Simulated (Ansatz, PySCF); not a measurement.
The pair A = CH3F (SMILES CF) (first 5 atoms), B = CH2F2 (SMILES FCF); geometry from B3LYP-D3(BJ)/def2-TZVP.
(charge 0, multiplicity 1):
```xyz
10

C      0.0867    -0.7124    -0.2289
F      0.3203     0.5107     0.4034
H     -0.0283    -1.4786     0.5363
H     -0.8229    -0.6250    -0.8232
H      0.9384    -0.9364    -0.8713
F      0.0299    -1.1122     3.0849
C      0.2849     0.2014     3.3672
F      0.3268     0.3425     4.7223
H     -0.5294     0.8065     2.9711
H      1.2568     0.4640     2.9515
```

Cores are frozen in the correlated methods. Rows in 6-31G* carry no dispersion term and start afresh at each structure (6-31G* with six Cartesian d functions). MP2/6-31G* freezes PySCF's default core.

Programs: Ansatz (Gaussian orbitals); PySCF for 6-31G* rows. 

Total energies (hartree), monomers frozen at their geometry in the pair:

| structure | B3LYP/6-31G* | MP2/6-31G* | CCSD(T)/aug-cc-pVDZ |
|---|---|---|---|
| AB | -378.7136314 | -377.7073018 | -377.9679611 |
| A in the pair's basis | -139.7366420 | -139.3387602 | -139.4473723 |
| B in the pair's basis | -238.9748326 | -238.3657816 | -238.5164442 |
| A | -139.7336210 | -139.3357789 | -139.4466800 |
| B | -238.9730482 | -238.3639969 | -238.5154442 |

Problem. Work out the interaction energy without and with the counterpoise correction, and the superposition error, for each level.

Solution. 
E(AB) − E(A) − E(B), times 627.509 kcal/mol, with the monomers in their own basis and then in the pair's basis:
- B3LYP/6-31G*: -4.37 uncorrected, -1.35 corrected; the monomers gain 3.02 kcal/mol from borrowed functions
- MP2/6-31G*: -4.72 uncorrected, -1.73 corrected; the monomers gain 2.99 kcal/mol from borrowed functions
- CCSD(T)/aug-cc-pVDZ: -3.66 uncorrected, -2.60 corrected; the monomers gain 1.06 kcal/mol from borrowed functions

Ansatz is a quantum-chemistry and plane-wave program.
